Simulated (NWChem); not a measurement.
A series in which one site is exchanged, each optimised at PBE0/def2-SVP with NWChem, gas phase unless a solvent is named. All stand in one matching conformer (torsions within 35°), which need not be the lowest. 

A: FB(O)F (BHOF2; site = B)
B: [F][Ga]([OH])[F] (GaHOF₂; site = Ga)
C: [OH][Al]([F])[F] (AlHOF2; site = Al)

Values for A:

| Quantity | Value |
|---|---|
| dipole (D), PBE0/def2-SVP | 2.10 |
| orbital gap (eV), PBE0/def2-SVP | 11.77 |
| highest harmonic frequency (cm⁻¹), PBE0/def2-SVP | 3929 |
| static polarisability, B3LYP/def2-SVPD (bohr³) | 19.8 |
| lowest singlet excitation, B3LYP/def2-SVPD, TDA (eV) | 8.88 |

Problem. How do these values change for the other members?

Solution. 
```tsv
change from A	B	C
dipole (D), PBE0/def2-SVP	+0.03	+0.08
orbital gap (eV), PBE0/def2-SVP	-3.67	-3.01
highest harmonic frequency (cm⁻¹), PBE0/def2-SVP	-29	+68
static polarisability, B3LYP/def2-SVPD (bohr³)	+9.4	+6.0
lowest singlet excitation, B3LYP/def2-SVPD, TDA (eV)	-2.73	-1.94
```
